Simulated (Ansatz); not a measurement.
Total energies of C$_{2}$H$_{7}$AlClN (`C[N](C)[AlH][Cl]`).

```xyz
12

C    -0.896    1.060    0.153
N     0.028   -0.041    0.028
C     0.480   -0.236   -1.330
Al    0.580   -1.071    1.346
Cl   -0.152   -0.687    3.278
H    -1.792    0.903   -0.464
H    -1.218    1.180    1.189
H    -0.438    2.005   -0.171
H     1.178   -1.076   -1.391
H     0.996    0.655   -1.714
H    -0.358   -0.448   -2.007
H     1.593   -2.244    1.084
```

Charge 0, multiplicity 1. The geometry is a stationary point of PBE0-D4/def2-TZVP. It is one conformer, not always the lowest. Basis def2-TZVPP, Ansatz.

RPA on PBE orbitals: Hartree–Fock energy of these orbitals -835.78926 Eh, correlation -1.39456 Eh (frozen core).

```tsv
functional	energy without D4 (Eh)	D4 term (kJ/mol)
LDA (SPW92)	-834.21477	–
PBE	-837.45889	-25.2
revPBE	-837.78401	-76.4
BLYP	-837.90095	-54.9
r2SCAN	-837.83167	-6.4
B97M-V	-837.78982	–
PBE0	-837.53949	-21.4
B3LYP	-838.01593	-40.4
r2SCANh	-837.82302	-6.8
r2SCAN0	-837.81112	-7.5
HSE06 (plane-wave form)	-837.51772	-20.0
BHLYP	-837.89029	-31.0
CAM-B3LYP	-837.92017	-21.8
LC-ωPBE	-837.68049	–
ωB97X-V	-837.82385	–
ωB97M-V	-837.86130	–
B2PLYP	-837.60457	–
PBE-QIDH	-837.35340	–
```

B3LYP takes the VWN-RPA correlation (the form of Gaussian; ORCA's B3LYP/G). HSE06 is the plane-wave form, built on full-range PBE exchange. The double hybrids freeze the cores in their second-order part.

LC-ωPBE has ω = 0.4 bohr⁻¹.
